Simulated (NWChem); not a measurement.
C3H10Si; SMILES C[SiH](C)C

Computed with NWChem. Pople sets run with spherical d functions. B3LYP is NWChem's, with the RPA form of VWN correlation. Each level has its own optimisation.

```
level                r C–Si (Å)  r H–Si (Å)  r C–H (Å)  dipole (D)
-------------------  ----------  ----------  ---------  ----------
Hartree-Fock/6-31G*       1.891       1.484      1.087        0.51
B3LYP/6-31G*              1.894       1.495      1.097        0.61
B3LYP/3-21G               1.920       1.506      1.096        0.55
PBE0/def2-SVP             1.884       1.502      1.102        0.61
```
